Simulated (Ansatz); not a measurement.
Calculated with Ansatz (gas phase, PBE0-D4/def2-TZVP geometries, no zero-point term in ΔE). CCSD(T)/CBS adds triple-zeta CCSD(T) − MP2 to the extrapolated MP2 energy (def2 sets, frozen cores). Functionals use def2-TZVPP. B3LYP here is the variant with VWN-RPA as its local correlation; programs differ in this. For Ga outer-core shells are correlated without core-valence functions, which leaves a few kJ/mol of doubt a bond. Scalar relativity is left out up to krypton. Each species was taken in one conformer, which may not be the lowest.

Consider the isomerisation: `[NH2][GaH][CH]=O` → `N=[CH][GaH][OH]`.

`[NH2][GaH][CH]=O`:

Z-matrix (Å, degrees):
```
N
Ga 1 1.805
H 1 1.007 2 121.4
H 1 1.005 2 125.9 3 179.7
C 2 2.031 1 110.0 3 0.2
H 2 1.561 1 121.0 3 -180.0
O 5 1.206 2 119.0 1 -0.2
H 5 1.118 2 122.4 1 179.8
```

`N=[CH][GaH][OH]`:

Cartesian coordinates in Å:
```
N 0.942 -1.424 0.711
C 0.950 -0.686 -0.322
Ga -0.331 0.797 -0.696
O -1.547 1.110 0.577
H 0.188 -1.172 1.355
H 1.740 -0.914 -1.049
H -0.441 1.730 -1.936
H -1.502 0.559 1.361
```

```
           level  ΔE (kcal/mol)
        B3LYP-D4           -2.2
            BLYP           -2.0
          r2SCAN           -2.3
            PBE0           -2.1
         r2SCANh           -2.4
   CCSD/def2-SVP           -1.0
CCSD(T)/def2-SVP           -1.0
   MP2/CBS(def2)           -3.7
```

Task: What does CCSD(T)/CBS give? (An estimate is asked.)

Result: The calculation gave: -3.6 kcal/mol. The listed levels differ from it by 1.4, 1.6, 1.3, 1.5, 1.2, 2.6, 2.6, -0.1 kcal/mol.

Largest T1 diagnostic among the species: 0.016.

Leaving LDA and LC-ωPBE aside and taking each functional with its dispersion term where it has one, the values, not all of them listed here, spread over 1.1 kcal/mol, from PBE-QIDH to PBE-D4. At CCSD(T), def2-SVP lies +2.7 kcal/mol from the extrapolated value and def2-TZVPP −0.3 kcal/mol. In def2-TZVPP, CCSD(T) changes the Hartree–Fock value by −1.4 kcal/mol (the triples alone add −0.2 kcal/mol) and MP2 by −1.4 kcal/mol.
